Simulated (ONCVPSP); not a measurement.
Cutoff test, chromium, ONCV

| Item | Value |
| --- | --- |
| Element | Cr |
| Generator | ONCVPSP 4.0.1 |
| Type | optimised norm-conserving Vanderbilt (ONCV) |
| Functional | PBEsol |
| Relativity | scalar-relativistic |
| Frozen core | [Ne] |
| Valence charge | 14 |
| Reference configuration | 3s2 3p6 3d5 4s1 |
| Partial waves | 3s+4s: rc 1.55 bohr, ncon 4, nbas 8, qcut 7.7 1/bohr, 2 projectors; 3p: rc 1.35 bohr, ncon 4, nbas 7, qcut 10.1 1/bohr, 1 projector; 3d: rc 1.15 bohr, ncon 4, nbas 9, qcut 13.1 1/bohr, 2 projectors, debl 0.8 Ha |
| Local potential | polynomial inside 0.90 bohr (lpopt 2, dvloc0 0 Ha) |
| Core correction | Teter function, fcfact 4.5, rcfact 1.6 |

Question: For each optimised wave give the share of its norm inside rc, the residual kinetic energy above qcut (Ha) and the cutoffs (Ha) for errors of 10, 1, 0.1 and 0.01 mHa per electron.

Answer:

```
         wave  norm inside rc  residual KE  10 mHa  1 mHa  0.1 mHa  0.01 mHa
           3s           0.955      2.7e-06     7.5   18.7     23.6      27.3
           4s           0.041      2.7e-06     5.2   14.6     22.1      27.0
           3p           0.848      4.0e-08    20.9   27.5     33.5      38.5
           3d           0.453      1.1e-05    51.9   64.1     74.0     101.5
d projector 2           0.120      1.5e-06    47.2   61.1     71.8      79.9
```

The occupied waves need 64 Ha and 74 Ha for 1 and 0.1 mHa. 1 of 4 tests not solved or not reliable.
